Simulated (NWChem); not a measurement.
Molecule: C$_{4}$H$_{3}$FS; SMILES c1csc(F)c1

Question: Give the equilibrium geometry at B3LYP/6-31G* (spherical d) (NWChem) as a Z-matrix, with the point group.

Answer: point group Cs; any orientation.
```
C
C 1 1.3603
F 2 1.3348 1 127.31
H 1 1.0830 2 123.50 3 0.00
C 1 1.4331 4 125.55 2 180.00
C 5 1.3651 1 113.55 4 180.00
H 6 1.0812 5 128.57 1 180.00
H 5 1.0844 6 123.14 7 0.00
S 2 1.7439 3 119.03 1 180.00
```
